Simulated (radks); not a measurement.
Problem. All-electron atom: Cs+ in [Xe]. Method: Dirac Kohn-Sham, BLYP, spin-unpolarised, spherical densities, finite nucleus; Fermi nuclear charge, rms radius 4.8041 fm; computed with a radial shooting solver on a logarithmic mesh with Libxc functionals. Some entries of the table are withheld. Estimate them.

orbital  occ.  eigenvalue (hartree)  <r^2> (bohr^2)  <1/r> (bohr^-1)
1s1/2       2             -1314.840       0.0009250            59.40
2s1/2       2                   (1)         0.01477            13.92
2p1/2       2             -194.1444         0.01088              (2)
2p3/2       4             -181.1930         0.01216              (3)
3s1/2       2             -43.03395          0.1021            4.988
3p1/2       2             -37.94035         0.09689              (4)
3p3/2       4             -35.45910          0.1048              (5)
3d3/2       4                   (6)         0.08711            4.470
3d5/2       6                   (7)         0.08937            4.396
4s1/2       2              -8.26632          0.5451            2.036
4p1/2       2              -6.43858          0.5913            1.928
4p3/2       4              -5.93132          0.6374            1.834
4d3/2       4              -2.95940          0.8045            1.599
4d5/2       6              -2.87531          0.8249            1.575
5s1/2       2              -1.16630           3.403           0.7595
5p1/2       2              -0.72074             (8)           0.6496
5p3/2       4              -0.65972             (9)           0.6163

Solution. 
(1) 2s1/2 eigenvalue (hartree): -206.3314
(2) 2p1/2 <1/r> (bohr^-1): 13.90
(3) 2p3/2 <1/r> (bohr^-1): 12.73
(4) 3p1/2 <1/r> (bohr^-1): 4.900
(5) 3p3/2 <1/r> (bohr^-1): 4.610
(6) 3d3/2 eigenvalue (hartree): -26.50102
(7) 3d5/2 eigenvalue (hartree): -25.97414
(8) 5p1/2 <r^2> (bohr^2): 4.617
(9) 5p3/2 <r^2> (bohr^2): 5.070
